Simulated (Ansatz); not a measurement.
`[CH3][AlH][S]C` + `[GeH3][S][GeH3]` → `[CH3][AlH][S][GeH3]` + `C[S][GeH3]` at 600 K and 1 bar (redistribution).

Isolated molecules relaxed with PBE0-D4/def2-TZVP in Ansatz; ΔE leaves out vibrations. CCSD(T)/CBS is the MP2 limit (def2-TZVPP, def2-QZVPP) plus CCSD(T) − MP2 in def2-TZVPP, frozen cores. For Ge outer-core shells are correlated without core-valence functions, which leaves a few kJ/mol of doubt a bond. Scalar relativity is left out up to krypton. One conformer a species, not always the lowest.

| species | CCSD(T)/CBS energy (Eh) | H − E (kJ/mol) | S (J/(mol·K)) |
| --- | --- | --- | --- |
| `[CH3][AlH][S]C` | -720.14936 | 277.8 | 455.5 |
| `[GeH3][S][GeH3]` | -4553.63258 | 186.9 | 445.2 |
| `[CH3][AlH][S][GeH3]` | -2758.22792 | 249.8 | 494.6 |
| `C[S][GeH3]` | -2515.55711 | 214.7 | 400.2 |

H − E and S are ideal-gas, rigid-rotor, harmonic terms from PBE0-D4/def2-TZVP, for one conformer and one mirror image of each species. 1 Eh = 2625.50 kJ/mol, R = 8.31446 J/(mol·K).

Problem. By hand: ΔE, ΔH, ΔS and ΔG.

Solution. ΔE = (-2758.22792) + (-2515.55711) − (-720.14936) − (-4553.63258) = -0.00309 Eh = -8.1 kJ/mol. Δ(H − E) = 249.8 + 214.7 − 277.8 − 186.9 = -0.2, so ΔH = -8.3 kJ/mol. ΔS = 494.6 + 400.2 − 455.5 − 445.2 = -5.9 J/(mol·K). ΔG = -8.3 − 600 × (-5.9)/1000 = -4.8 kJ/mol.

Problem. By hand: the equilibrium constant, and the temperature at which ΔG would vanish if ΔH and ΔS stayed fixed.

Solution. log₁₀ K = −ΔG/(RT ln 10) = 0.4. ΔG = 0 at ΔH/ΔS = 1407 K, though so small a ΔH makes that figure unsure.

TΔS isn't small against ΔH here. The sign of ΔG lies within the doubt. A doubt of 5 kJ/mol in ΔE shifts log₁₀ K by 0.4 here. Other conformers and mirror images would add mixing entropy, several J/(mol·K) or more a flexible species. Modes under 60 cm⁻¹, often nearly free rotors, make the harmonic entropy too high. These are equilibria of isolated gas molecules and say nothing of rates. Largest T1 diagnostic: 0.011 (customary marks: 0.02 for closed shells, 0.045 for open ones).
